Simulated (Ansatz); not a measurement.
# Worked example: GeH(CH3)2Cl + C2H5Si → GeH(CH3)2 + C2H5ClSi

Species: GeH(CH3)2Cl, singlet; C2H5Si `C=C[SiH2]`, doublet; GeH(CH3)2, doublet; C2H5ClSi `C=C[SiH2]Cl`, singlet. A radical takes Cl: the energy is the difference in strength between the Ge–Cl bond broken and the Si–Cl bond made.

Shapes, held fixed at every level: PBE0-D4/def2-TZVP. Flexible molecules stand in one conformer, not always the lowest. Programs: Ansatz 0.2.0. The zero-point and thermal change to 298 K, harmonic and unscaled (PBE0-D4/def2-TZVP), is +2.2 kJ/mol.

At B2PLYP/def2-TZVPP; 1 Eh = 2625.50 kJ/mol:

| species | energy (Eh) |
| --- | --- |
| GeH(CH3)2Cl | -2617.156665 |
| C2H5Si | -368.473002 |
| GeH(CH3)2 | -2156.972239 |
| C2H5ClSi | -828.667544 |

Problem. Work out ΔH(298 K) of the reaction at this level.

Solution. 
1. Products less reactants: (-2156.972239) + (-828.667544) − [(-2617.156665) + (-368.473002)] = -0.010116 Eh = -26.6 kJ/mol.
2. With the thermal change: -26.6 + (+2.2) = -24.4 kJ/mol.

Other levels give -23.2 (wB97X-V/def2-TZVPP) to -15.5 kJ/mol (r2SCAN-D4/def2-TZVPP). No measured value is set beside it here. Spin contamination: C2H5Si (⟨S²⟩ up to 0.90). Open shells run unrestricted unless RO is named. Relativity is left out for Ge unless named. Correlated rows may include outer-core shells of Ge, which these sets cover unevenly.
